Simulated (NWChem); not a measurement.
## Correlation energy of HBF

SMILES: F[BH]
```xyz
3

B      0.6290    -0.3926     0.0000
F     -0.5341     0.1901     0.0000
H      1.6619     0.2522     0.0000
```
Charge 0, spin multiplicity 2.

The numbers come from NWChem runs, not from measurements. All single points use one geometry, from UPBE0/def2-SVP, a minimum by its harmonic frequencies.

Basis set: STO-3G. Each correlation energy counts from its own Hartree-Fock reference.

The correlated methods keep 2 core orbitals frozen. The structure started from a generated list of species. The unpaired electrons of the parent sit in orbitals of symmetry a' (Cs labels of the run); other states weren't searched. The stability of the SCF solutions was not checked. Open-shell Hartree-Fock references start from PBE0 orbitals. Coupled-cluster values serve here as a point of comparison, not as the truth.

**Question.** One of these methods gave a correlation energy of -72.0 mHa. Which?
A. SCS-UMP2
B. CCSD on ROHF
C. CCSD[T] on UHF
D. UMP2

**Answer.** C, CCSD[T] on UHF. The others give -52.3 (UMP2), -53.9 (SCS-UMP2), -66.2 (CCSD on ROHF).
